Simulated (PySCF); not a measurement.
**How methods differ on the ionisation energy of Tm⁵³⁺**

Tm⁵³⁺ [Ne] 3s2 3p4 (3P) → Tm⁵⁴⁺ [Ne] 3s2 3p3 (4S), as a difference of total energies. All numbers are calculated (PySCF 2.14, scalar relativity by spin-free X2C-1e, in an uncontracted even-tempered set (17 s from 12 bohr⁻², ratio 2.5; 12 p from 16 bohr⁻², ratio 2.5; 4 d from 67 bohr⁻², ratio 2.7; 4 f from 100 bohr⁻², ratio 2.7)). Correlated levels: outer shells: 1s2 frozen; virtual orbitals above 40 to 60 times the deepest correlated orbital energy dropped. The calculations carry no spin-orbit coupling.

| method | ionisation energy (eV) |
| --- | --- |
| UHF | 5109.6 |
| LDA | 5112.3 |
| PBE | 5113.6 |
| PBE0 | 5113.1 |
| r2SCAN | 5112.8 |
| BLYP | 5114.1 |
| B97-3 | 5113.1 |
| MP2 (outer shells) | 5110.8 |
| SCS-MP2 (outer shells) | 5110.8 |

Spin-orbit coupling is strong in these open shells (close to jj coupling). The scalar numbers leave it out and a first-order estimate fails, so it can dominate the gap to the real levels.

The ground level that NIST lists for one species does not belong to the high-spin term computed here, so part of any gap is the choice of state.

Breit and QED terms and the two-electron picture change are absent.

For comparison: 5044 ± 5 eV (theoretical estimate listed by NIST; NIST Atomic Spectra Database, ionization energies).
